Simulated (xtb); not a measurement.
C$_{4}$H$_{9}$Cl$_{3}$Sn, triplet, at the geometry of the source list (a higher spin typed on purpose: for a closed-shell molecule this is an excited state); GFN-FF in xtb.

Input for xtb:
```
$ xtb mol.xyz --gfnff --uhf 2 --json

# file mol.xyz
17

C     -2.55570000     0.21460000     0.05930000
C     -1.07930000     0.34140000    -0.29060000
C     -0.31020000    -0.93140000     0.04990000
C      1.08890000    -0.96070000    -0.48800000
Sn     2.46520000     0.66390000     0.34860000
Cl     2.88530000     2.37870000    -1.19710000
Cl     1.72010000     1.73630000     2.30180000
Cl     4.57080000    -0.20270000     0.90680000
H     -3.03530000    -0.54530000    -0.55730000
H     -3.06480000     1.16040000    -0.09950000
H     -2.67630000    -0.06830000     1.10360000
H     -0.64780000     1.17620000     0.26630000
H     -0.97110000     0.56080000    -1.35220000
H     -0.30980000    -1.08030000     1.13240000
H     -0.83350000    -1.78830000    -0.39220000
H      1.62230000    -1.87260000    -0.23250000
H      1.13130000    -0.78260000    -1.55940000
```

What the program printed (banner, timings and long lists left out):

```
   ID    Z sym.   atoms
    1    6 C      1-4
    2   50 Sn     5
    3   17 Cl     6-8
    4    1 H      9-17

           -------------------------------------------------
          |                Calculation Setup                |
           -------------------------------------------------

          ==================== Thresholds ====================
          CN  :   150.00000
          rep :   500.00000
          disp:  2500.00000
          HB1 :   250.00000
          HB2 :   450.00000

          Pauling EN used:
          Z : 1  EN :  2.20
          Z : 6  EN :  2.55
          Z :17  EN :  3.16
          Z :50  EN :  1.96
          electric field strengths (au): 0.000

           -------------------------------------------------
          |           Force Field Initialization            |
           -------------------------------------------------

          distances ...
          ----------------------------------------
          generating topology and atomic info file ...
          pair mat ...
          computing topology distances matrix with Floyd-Warshall algo ...
          making topology EEQ charges ...
          #fragments for EEQ constrain: 1
          ----------------------------------------
          generating topology and atomic info file ...
          pair mat ...
          computing topology distances matrix with Floyd-Warshall algo ...
          making topology EEQ charges ...
          #fragments for EEQ constrain: 1
          rings ...
          # BATM   126
          # H in HB   0

  atom   neighbors  erfCN metchar sp-hybrid imet pi  qest     coordinates
    1  C       4    3.49   0.00         3    0    0  -0.061   -4.829573    0.405535    0.112061
    2  C       4    3.49   0.00         3    0    0  -0.039   -2.039581    0.645152   -0.549154
    3  C       4    3.50   0.00         3    0    0  -0.039   -0.586193   -1.760091    0.094297
    4  C       4    3.45   0.00         3    0    0  -0.067    2.057723   -1.815460   -0.922186
    5  Sn      4    3.45   0.04         3    0    0   0.321    4.658553    1.254589    0.658759
    6  Cl      1    0.97   0.00         0    0    0  -0.175    5.452427    4.495092   -2.262191
    7  Cl      1    0.97   0.00         0    0    0  -0.175    3.250518    3.281131    4.349772
    8  Cl      1    0.97   0.00         0    0    0  -0.175    8.637560   -0.383047    1.713604
    9  H       1    0.97   0.00         0    0    0   0.046   -5.735886   -1.030468   -1.053144
   10  H       1    0.97   0.00         0    0    0   0.046   -5.791633    2.192838   -0.188028
   11  H       1    0.97   0.00         0    0    0   0.046   -5.057474   -0.129068    2.085502
   12  H       1    0.97   0.00         0    0    0   0.044   -1.224165    2.222696    0.503234
   13  H       1    0.97   0.00         0    0    0   0.044   -1.835113    1.059758   -2.555288
   14  H       1    0.97   0.00         0    0    0   0.044   -0.585437   -2.041471    2.139926
   15  H       1    0.97   0.00         0    0    0   0.044   -1.575087   -3.379397   -0.741151
   16  H       1    0.97   0.00         0    0    0   0.048    3.065703   -3.538701   -0.439361
   17  H       1    0.97   0.00         0    0    0   0.048    2.137847   -1.478900   -2.946839

          #atoms :   17
          #bonds :   16
          #angl  :   30
          #tors  :   38
          #nmol  :   1
          #optfrag :   1
           -------------------------------------------------
          |                   G F N - F F                   |
          |          A general generic force-field          |
          |                  Version 1.0.3                  |
           -------------------------------------------------
          Number of HB bonds (bound hydrogen)     0
          Number of HB bonds (unbound hydrogen)   0
          Number of XB bonds                      0

         :::::::::::::::::::::::::::::::::::::::::::::::::::::
         ::                     SUMMARY                     ::
         :::::::::::::::::::::::::::::::::::::::::::::::::::::
         :: total energy              -1.978446846035 Eh    ::
         :: gradient norm              0.047672847864 Eh/a0 ::
         ::.................................................::
         :: bond energy               -2.064615952782 Eh    ::
         :: angle energy               0.003087277014 Eh    ::
         :: torsion energy             0.000962890509 Eh    ::
         :: repulsion energy           0.133600132383 Eh    ::
         :: electrostat energy        -0.038740002072 Eh    ::
         :: dispersion energy         -0.012550661092 Eh    ::
         :: HB energy                  0.000000000000 Eh    ::
         :: XB energy                  0.000000000000 Eh    ::
         :: bonded atm energy         -0.000190529994 Eh    ::
         :: external energy            0.000000000000 Eh    ::
         :: add. restraining           0.000000000000 Eh    ::
         :: total charge              -0.000000000000 e     ::
         :::::::::::::::::::::::::::::::::::::::::::::::::::::

           -------------------------------------------------
          |                Property Printout                |
           -------------------------------------------------

molecular dipole:
                 x           y           z       tot (Debye)
 q only:       -1.898      -1.016      -0.522       5.630

           -------------------------------------------------
          | TOTAL ENERGY               -1.978446846035 Eh   |
          | GRADIENT NORM               0.047672847864 Eh/α |
           -------------------------------------------------
########################################################################
[WARNING] Runtime exception occurred
-1- gfnff_setup: Could not read topology file.
########################################################################

normal termination of xtb
```
